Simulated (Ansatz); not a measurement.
Species: silyloxymethoxysilane, CH8O2Si2 (charge 0, singlet). SMILES: O(CO[SiH3])[SiH3]
Geometry from a B3LYP-D3(BJ)/def2-TZVP (Ansatz, a program for electronic structure) optimisation:
```xyz
13

Si     1.7815    -1.0026     0.4465
O      0.4793    -0.2456     1.1420
C      0.0199     1.0224     0.7533
O     -0.4641     1.0298    -0.5642
Si    -1.7976     0.1745    -1.0567
H      1.4384    -1.5932    -0.8660
H      2.8836    -0.0261     0.2652
H      2.1754    -2.0703     1.3862
H     -0.7714     1.2987     1.4559
H      0.8308     1.7551     0.7941
H     -2.2008     0.7657    -2.3474
H     -1.4940    -1.2622    -1.2378
H     -2.8780     0.3183    -0.0500
```

Cost and difference of B3LYP with Ansatz in habitual basis sets for the atomisation energy (kcal/mol). Terms: no dispersion term unless named; LANL2DZ with its own core potentials from Na on; valence correlation only; open shells spin-unrestricted; non-relativistic; atomisation electronic, to ground-state atoms; 6-31G* and kin with 6d, 5d where marked; spin-orbit terms left out; 6-311+G** with 5d, 6d on Na to Ar in Ansatz. CBS marks a two-point X^-3 extrapolation of the correlation energy; Hartree-Fock from the larger set. First-principles rows: single points at B3LYP-D3(BJ) geometries (Ansatz). Costs are core time of energy and forces over that of the cheapest set, on one shared machine, to one figure and rough; under a factor of 2 they don't order.

Coupled cluster (Ansatz) is a level with limits of its own, used here on species with T1 under 0.025 (0.045 for open shells) and stable references: CCSD(T)/CBS(cc-pV(T+d)Z,cc-pV(Q+d)Z).

Value to compare with: 1083.5 kcal/mol.

```tsv
level	relative cost	atomisation energy (kcal/mol)	difference
B3LYP/STO-3G	1×	1277.2	193.7
B3LYP/3-21G	1×	1005.2	-78.3
B3LYP/LANL2DZ	1×	991.2	-92.3
B3LYP/6-31G	2×	963.9	-119.6
B3LYP/6-31G*	3×	1056.7	-26.8
B3LYP/def2-SVP	3×	1063.4	-20.1
B3LYP/6-31G**	3×	1062.3	-21.2
B3LYP/cc-pVDZ	3×	1035.9	-47.6
B3LYP/6-31+G*	3×	1050.7	-32.8
B3LYP/6-311+G**	5×	1049.0	-34.5
```

The dearest set gives -34.5 kcal/mol. A small set can land close by cancelling terms.
